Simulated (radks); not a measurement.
Question: The manganese ion Mn+, [Ar] 3d5 4s1. Method: non-relativistic Kohn-Sham, r2SCAN, spin-polarised, spherical densities, point nucleus; meta-GGA in the generalised Kohn-Sham scheme; computed with a radial shooting solver on a logarithmic mesh with Libxc functionals. Every spin shell is full or empty, so the densities are truly spherical. Functionals are evaluated on that one density, not self-consistently. Rank these exchange functionals by their error against the exact value of the orbitals, and give that value: LDA, PBE, PBEsol, revPBE, PW91, PW86, WC, SOGGA, EV93, APBE, TPSS, r2SCAN, Tao-Mo, TASK, MVS.

Answer: Exact: -50.8259 hartree. From best to worst, with 100 (|E| - |E exact|)/|E exact| (equal figures are ties): MVS +0.03, revPBE -0.04, PW91 +0.12, r2SCAN +0.12, TPSS +0.22, Tao-Mo -0.28, PBE -0.32, PW86 +0.43, EV93 +0.63, APBE +0.66, WC -1.08, TASK -2.66, PBEsol -2.81, SOGGA -2.84, LDA -6.47.
